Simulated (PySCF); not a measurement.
Spinor energies of Dy⁶¹⁺ (dysprosium, charge +61)

Start: [He] 2s2 2p1; 2p1/2 filled at m_j = +1/2. Calculated with PySCF 2.14 in an uncontracted even-tempered set (17 s from 44 bohr⁻², ratio 2.4; 13 p from 57 bohr⁻², ratio 2.4; 5 d from 180 bohr⁻², ratio 2.6; 4 f from 270 bohr⁻², ratio 2.6): generalised Hartree-Fock with the X2C-1e Hamiltonian and a Gaussian nucleus; one run each with spin-orbit coupling (SO) switched off, then screened by Boettger's factors.

| spinor shell | electrons | ε, spin-free (eV) | ε, screened SO (eV) | weight of nominal j (screened SO) | rms radius, screened SO (bohr) |
| --- | --- | --- | --- | --- | --- |
| 1s1/2 | 2 | -60658.2 | -60634.1 | 1.000 | 0.0239 |
| 2s1/2 | 2 | -14678.4 | -14670.9 | 1.000 | 0.0929 |
| 2p1/2 | 1 | -13889.0 | -14511.5 | 1.000 | 0.0784 |

```csv
quantity,spin-free,screened SO
E (hartree),-6215.00162,-6237.87685
M_J,1/2,1/2
⟨J²⟩,1.105,0.750
⟨L²⟩,2.000,2.000
⟨S²⟩,0.750,0.750
```

Each row is a mean over spinors that exchange with the open shell spreads, by up to 18.271 eV (2s1/2).

Breit and QED terms are absent; they matter most for the inner s and p1/2 levels.

Densities and radii are taken from the X2C orbitals without a picture-change correction, which distorts them close to the nucleus.

Without spin-orbit coupling the j labels of p, d and f shells carry no meaning; the spin-free column gives the mean over the occupied spinors of each nl shell, and its ⟨J²⟩ belongs to a mixture of degenerate components.
